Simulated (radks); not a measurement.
Question: Isoelectronic series with 55 electrons, all held in the configuration [Xe] 6s1, which need not be the ground one along the series. Method: Dirac Kohn-Sham, PBE, spin-unpolarised, spherical densities, point nucleus; computed with a radial shooting solver on a logarithmic mesh with Libxc functionals. Total energies (hartree) and orbital eigenvalues (eV):

ion    E (hartree)      6s1/2      5p3/2
Cs      -7790.2757    -2.0861   -13.0125
Ba+     -8139.1297    -7.5819   -23.7107
La2+    -8496.8349   -14.6343   -36.3196
Ce3+    -8863.4270   -22.9525   -50.5338
Pr4+    -9238.9511   -32.4096   -66.2201
Nd5+    -9623.4589   -42.9326   -83.2997
Pm6+   -10017.0068   -54.4745  -101.7202
Sm7+   -10419.6554   -67.0024  -121.4437
Eu8+   -10831.4692   -80.4926  -142.4421
Gd9+   -11252.5163   -94.9275  -164.6938
Tb10+  -11682.8682  -110.2940  -188.1817
Ho12+  -12571.7906  -143.7850  -238.8141
Er13+  -13030.5216  -161.8966  -265.9387
Tm14+  -13498.8788  -180.9135  -294.2585
Yb15+  -13976.9515  -200.8331  -323.7675

Estimate the row of Dy11+.

Answer: E (hartree) -12122.6002; 6s1/2 -126.5823; 5p3/2 -212.8921.
